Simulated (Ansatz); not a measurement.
Isolated molecules relaxed with PBE0-D4/def2-TZVP in Ansatz; ΔE leaves out vibrations. CCSD(T)/CBS is the MP2 limit (def2-TZVPP, def2-QZVPP) plus CCSD(T) − MP2 in def2-TZVPP, frozen cores. This one scheme is used for every species. DFT in def2-TZVPP. B3LYP here is the variant with VWN-RPA as its local correlation; programs differ in this. One conformer a species, not always the lowest.

Consider the cleavage of the Si–Si bond: `CO[SiH](O)[SiH](O)O` + HCl → `CO[SiH](O)Cl` + `O[SiH2]O`.

`CO[SiH](O)[SiH](O)O`:

Z-matrix (Å, degrees):
```
C
O 1 1.411
H 1 1.097 2 111.4
H 1 1.095 2 111.3 3 -121.2
H 1 1.091 2 108.2 3 119.3
Si 2 1.644 1 123.0 3 53.5
Si 6 2.346 2 112.2 1 77.4
O 6 1.642 2 108.3 1 -166.9
H 6 1.497 2 107.2 1 -46.6
O 7 1.652 6 113.4 2 -170.1
O 7 1.645 6 103.6 2 -53.0
H 7 1.496 6 112.9 2 67.5
H 8 0.959 6 117.7 2 59.7
H 10 0.958 7 116.9 6 -98.4
H 11 0.959 7 117.7 6 -176.0
```

HCl:

```xyz
2

Cl   -0.248    0.304    0.504
H     0.248   -0.304   -0.504
```

`CO[SiH](O)Cl`:

Cartesian coordinates in Å:
```
C 0.179 1.607 0.289
O 0.179 0.456 -0.527
Si -0.398 -1.009 -0.133
O 0.014 -2.071 -1.285
Cl 0.395 -1.537 1.693
H 0.693 1.420 1.236
H 0.702 2.400 -0.247
H -0.841 1.943 0.500
H -1.864 -1.047 -0.011
H 0.940 -2.162 -1.516
```

`O[SiH2]O`:

```xyz
7

O     1.419   -0.092    0.286
Si   -0.217   -0.229    0.296
O    -0.950    0.587   -0.925
H     1.895   -0.484   -0.448
H    -0.645   -1.632    0.091
H    -0.610    0.307    1.620
H    -0.892    1.544   -0.920
```

```tsv
level	ΔE (kcal/mol)
B3LYP	-34.6
SCS-MP2/def2-TZVPP	-36.4
CCSD/def2-TZVPP	-34.5
HF/CBS(def2)	-39.2
```

What does CCSD(T)/CBS give? (Best estimate.)

Computed: -34.6 kcal/mol. The listed levels differ from it by 0.0, -1.8, 0.1, -4.6 kcal/mol.

Largest T1 diagnostic among the species: 0.012.

From PBE to PBE0 (25 % exact exchange), in def2-TZVPP and without D4, ΔE moves by −1.8 kcal/mol. The D4 term adds +1.5 kcal/mol with B3LYP and +1.0 kcal/mol with PBE0; it sums over pairs of atoms, weighted by their polarisabilities, and B3LYP, whose exchange is more repulsive, gets the larger term.
